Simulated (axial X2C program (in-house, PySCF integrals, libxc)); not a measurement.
**What spin–orbit coupling does to HfTe**

All values were computed with an axial X2C code built on PySCF integrals. Spin-free means the one-electron spin-free X2C Hamiltonian; two-component (2c) means X2C with spin–orbit coupling and atomic mean-field two-electron Coulomb and Gaunt terms, so the difference of the two also holds small scalar two-electron terms. Basis: Hf dyall-cv3z [13s14p9d7f4g], Te dyall-cv3z [11s12p8d4f1g] (cores contracted in-house); Gaussian nuclei, density fitting, unrestricted open shells. Masses: Hf 179.947 u, Te 129.906 u.

Spin-free state: M_S = 0, Λ = 0 (closed shell); fragments Hf + Te.

```
level  Re (Å)  ωe (cm⁻¹)  De (eV)  μ (D)
 PBE0   2.499      264.7    4.356  -4.18
TPSSh   2.506      259.3    4.471  -4.07
 PW91   2.519      250.6    4.774  -3.65
 BP86   2.522      249.2    4.704  -3.62
```

Dipoles are positive if Te is the positive end.

Two-component determinant lowest at the distance of the search:

Ω = 0 (closed shell); fragments Hf + Te.

```tsv
level	Re (Å)	ωe (cm⁻¹)	μ (D)
PBE0	2.503	261.3	-4.10
TPSSh	2.509	256.3	-4.00
PW91	2.523	247.3	-3.57
BP86	2.526	245.8	-3.54
```

(1) From the two tables, how do the constants change at the PBE0 level (2c against spin-free)?

The state is a single determinant with fixed occupations, the lowest that a limited PBE0 search found. Closed shells are restricted here (equal orbitals for both partners); the stretched side of such a curve lies too high. Dissociation energies refer to the lowest single-determinant-based atoms at the same level and basis. De is not given where an atomic determinant may have missed its ground term or J level, or where the truncated virtual space spoils (T). Other states lie close and PBE0, whose exact exchange favours high spin, may order them wrongly; the determinant shown need not be the ground state. The nearest other spin-free determinant of the search, M_S = 1, Λ = 2, lies 0.40 eV up at the distance of the search. The functionals have no current-density term, which raises determinants with orbital currents, atoms included. Some points did not converge and are left out.

## Answers

(1) At the PBE0 level Re goes up by 0.004 Å and ωe goes down by 3.4 cm⁻¹.
